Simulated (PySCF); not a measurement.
C₆H₁₃O, SMILES C(C(O)C)[C](C)C, doublet (GFN2-xTB optimised geometry):

```
20

C      0.454     1.705     0.000
C     -0.088     0.992    -1.185
C      0.314     1.431    -2.544
C     -1.081    -0.100    -1.043
C     -0.488    -1.523    -1.229
C      0.744    -1.740    -0.355
O     -0.189    -1.692    -2.600
H      1.549     1.705     0.000
H      0.148     2.757     0.000
H      0.111     1.253     0.928
H     -0.386     2.172    -2.951
H      0.314     0.583    -3.226
H      1.302     1.890    -2.534
H     -1.549    -0.069    -0.057
H     -1.859    -0.002    -1.806
H     -1.267    -2.252    -0.941
H      1.526    -1.042    -0.645
H      0.496    -1.578     0.690
H      1.119    -2.757    -0.469
H      0.331    -2.495    -2.707
```

Computed with unrestricted CAM-B3LYP/def2-SVP in PySCF.

### Question
What are the frontier orbital energies (α orbitals alone; a β orbital can be the lowest empty one) and the dipole moment?

### Answer
HOMO-2 -10.37 eV, HOMO-1 -9.01 eV, HOMO -5.93 eV, LUMO 2.34 eV, LUMO+1 3.16 eV; dipole moment 1.56 D.

Meta-Löwdin charges at CAM-B3LYP/def2-SVP: C1 -0.29, C2 0.02, C3 -0.30, C4 -0.18, C5 0.17, C6 -0.30, O7 -0.52, H8 0.09, H9 0.09, H10 0.09, H11 0.09, H12 0.11, H13 0.09, H14 0.09, H15 0.09, H16 0.06, H17 0.10, H18 0.10, H19 0.09, H20 0.31.
